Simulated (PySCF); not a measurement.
Molfile (atoms numbered from 1):
```
C7H15P
     RDKit          3D

 23 23  0  0  0  0  0  0  0  0999 V2000
    0.6764   -0.4387    1.9541 C   0  0  0  0  0  0  0  0  0  0  0  0
    0.2760    0.1069    0.4303 P   0  0  1  0  0  5  0  0  0  0  0  0
   -1.4267    0.1102   -0.3156 C   0  0  0  0  0  0  0  0  0  0  0  0
   -2.3285    1.0089    0.5198 C   0  0  0  0  0  0  0  0  0  0  0  0
   -1.9354   -1.3244   -0.3738 C   0  0  0  0  0  0  0  0  0  0  0  0
    1.2040    1.4488   -0.3499 C   0  0  0  0  0  0  0  0  0  0  0  0
    1.4608    0.0763   -0.9642 C   0  0  1  0  0  0  0  0  0  0  0  0
    2.8049   -0.5736   -0.7778 C   0  0  0  0  0  0  0  0  0  0  0  0
    0.6741   -1.5131    2.1475 H   0  0  0  0  0  0  0  0  0  0  0  0
    0.6148    0.2536    2.7949 H   0  0  0  0  0  0  0  0  0  0  0  0
   -1.3244    0.5169   -1.3368 H   0  0  0  0  0  0  0  0  0  0  0  0
   -3.3670    0.9733    0.1541 H   0  0  0  0  0  0  0  0  0  0  0  0
   -2.3261    0.6770    1.5711 H   0  0  0  0  0  0  0  0  0  0  0  0
   -1.9953    2.0581    0.4979 H   0  0  0  0  0  0  0  0  0  0  0  0
   -1.9129   -1.7774    0.6313 H   0  0  0  0  0  0  0  0  0  0  0  0
   -1.3206   -1.9496   -1.0399 H   0  0  0  0  0  0  0  0  0  0  0  0
   -2.9749   -1.3585   -0.7367 H   0  0  0  0  0  0  0  0  0  0  0  0
    2.0095    1.8729    0.2574 H   0  0  0  0  0  0  0  0  0  0  0  0
    0.6546    2.1836   -0.9474 H   0  0  0  0  0  0  0  0  0  0  0  0
    0.9998   -0.0691   -1.9492 H   0  0  0  0  0  0  0  0  0  0  0  0
    2.7788   -1.6298   -1.0851 H   0  0  0  0  0  0  0  0  0  0  0  0
    3.5777   -0.0616   -1.3745 H   0  0  0  0  0  0  0  0  0  0  0  0
    3.0960   -0.5387    0.2834 H   0  0  0  0  0  0  0  0  0  0  0  0
  1  2  2  0
  2  3  1  6
  3  4  1  0
  3  5  1  0
  2  6  1  0
  6  7  1  0
  7  8  1  0
  7  2  1  0
  1  9  1  0
  1 10  1  0
  3 11  1  0
  4 12  1  0
  4 13  1  0
  4 14  1  0
  5 15  1  0
  5 16  1  0
  5 17  1  0
  6 18  1  0
  6 19  1  0
  7 20  1  6
  8 21  1  0
  8 22  1  0
  8 23  1  0
M  END
```

PySCF 2.14.0 with density-fitted response routines calculation with coordinates at the PBE0-D3(BJ)/def2-SVP level and shieldings: GIAO PBE0/pcSseg-1; one averaged value for each set of equivalent atoms, non-relativistic Hamiltonian, isolated molecule, one computed conformer.

Chemical shifts δ = σref − σ; 13C and 1H against TMS; 31P against H3PO4, all at this level.

```csv
atoms,nucleus,count,Hirshfeld charge,δ (ppm)
H9/H10,1H,2,0.02,-0.40
H19,1H,1,0.05,?
P2,31P,1,0.33,-124.9
H11,1H,1,0.04,0.34
C8,13C,1,-0.12,14.8
H18,1H,1,0.06,?
C5,13C,1,-0.12,?
H15/H16/H17,1H,3,0.04,1.06
H12/H13/H14,1H,3,0.04,1.12
H21/H22/H23,1H,3,0.04,1.41
H20,1H,1,0.04,?
C6,13C,1,-0.11,20.4
C1,13C,1,-0.32,?
C7,13C,1,-0.06,23.8
C4,13C,1,-0.12,18.3
C3,13C,1,-0.06,36.1
```

Complete the table.

## Answers


- C5: 18.1 ppm, methyl carbon; saturated and bonded to C and H only
- C1: -36.9 ppm, carbon double-bonded to a heavier main-group atom
- H19: 1.27 ppm, hydrogen on a three-membered-ring carbon; cyclopropane-type protons are shielded by the ring
- H20: 1.10 ppm, hydrogen on a three-membered-ring carbon; cyclopropane-type protons are shielded by the ring
- H18: 0.88 ppm, hydrogen on a three-membered-ring carbon; cyclopropane-type protons are shielded by the ring

Shifts are as computed. Against solution values, carbons near 30 ppm lie about +2 ppm off and those near 130 ppm about +5 ppm. Of 1309 compounds with measured shifts, 239 miss one by over three times the rms of a fit or turn the order of signals round; such compounds aren't used in these exercises. Experimental scales use liquid or dissolved standards, which lie at an offset from isolated H3PO4.
